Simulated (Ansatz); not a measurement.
Total energies of H2Ga(BH4) (GaBH6) from Ansatz at PBE-D4/def2-TZVPD, gas phase (1 Eh = 27.2114 eV = 2625.5 kJ/mol). The reference geometry is relaxed at r2SCAN-D4/def2-TZVP.

```
                 state   geometry  energy (Eh)
      charge 0 singlet  reference  -1952.93897
     charge -1 doublet  reference  -1952.93462
free Ga atom (doublet)          –  -1924.51534
 free H atom (doublet)          –     -0.49962
 free B atom (doublet)          –    -24.61015
```

Task: Work out the vertical electron affinity, to the doublet.

Result: E(charge 0 singlet) − E(charge -1 doublet) = -1952.93897 − (-1952.93462) = -0.00435 Eh = -0.12 eV; negative, so the extra electron isn't bound.

Task: What is the binding energy per atom against free atoms?

Result: Atoms: 1 × (-1924.51534) + 6 × (-0.49962) + 1 × (-24.61015) = -1952.12321 Eh. Binding: -1952.12321 − (-1952.93897) = 0.81576 Eh = 22.20 eV, or 2.77 eV for each of 8 atoms (no zero-point energy, no counterpoise term).

At PBE-D4/def2-TZVPD the highest occupied level of the charge -1 doublet lies above zero (up to 2.47 eV). By energy differences it is unbound by 0.12 eV (vertical, against the charge 0 singlet, at PBE-D4/def2-TZVPD) and held by the finite basis.
